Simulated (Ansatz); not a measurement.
`O=CBBr` + `[SiH3][GeH2][Cl]` → `ClBBr` + `O=[CH][GeH2][SiH3]`  (redistribution)

Program: Ansatz. Geometries: PBE0-D4/def2-TZVP. ΔE: electronic, gas phase. CCSD(T)/CBS adds triple-zeta CCSD(T) − MP2 to the extrapolated MP2 energy (def2 sets, frozen cores). Functionals use def2-TZVPP. B3LYP here is the variant with VWN-RPA as its local correlation; programs differ in this. For Br, Ge outer-core shells are correlated without core-valence functions, which leaves a few kJ/mol of doubt a bond. Scalar relativity is left out up to krypton. One conformer a species, not always the lowest.

`O=CBBr`:

Z-matrix (Å, degrees):
```
C
B 1 1.578
O 1 1.210 2 117.0
H 1 1.113 2 122.7 3 176.4
Br 2 1.892 1 117.4 3 -111.2
H 2 1.188 1 123.2 3 64.8
```

`[SiH3][GeH2][Cl]`:

```xyz
8

Si   -1.114   -0.062   -0.552
Ge    1.086    0.133    0.336
Cl    0.997   -0.618    2.368
H    -1.131    0.437   -1.952
H    -2.041    0.747    0.278
H    -1.519   -1.490   -0.525
H     1.591    1.581    0.439
H     2.131   -0.728   -0.391
```

`ClBBr`:

Cartesian coordinates in Å:
```
Cl 0.952 1.246 -0.648
B 0.071 -0.123 -0.062
Br -1.419 0.095 1.090
H 0.396 -1.218 -0.381
```

`O=[CH][GeH2][SiH3]`:

```xyz
10

O     0.918    0.214    2.607
C     0.032    0.556    1.876
Ge   -0.637   -0.585    0.365
Si    0.486    0.059   -1.636
H    -0.445    1.556    2.006
H    -2.152   -0.346    0.224
H    -0.366   -2.054    0.721
H     1.943   -0.189   -1.490
H    -0.036   -0.718   -2.790
H     0.258    1.507   -1.883
```

```csv
level,ΔE (eV)
ωB97X-V,-0.01
B3LYP,-0.03
MP2/def2-TZVPP,-0.08
HF/CBS(def2),0.19
```

Question: What does CCSD(T)/CBS give? (Best estimate.)

Answer: The calculation gave: -0.05 eV. The listed levels differ from it by 0.04, 0.02, -0.03, 0.24 eV.

Largest T1 diagnostic among the species: 0.015.

In def2-TZVPP, CCSD(T) changes the Hartree–Fock value by −0.25 eV (the triples alone add −0.04 eV) and MP2 by −0.26 eV. From PBE to PBE0 (25 % exact exchange), in def2-TZVPP and without D4, ΔE moves by +0.06 eV.
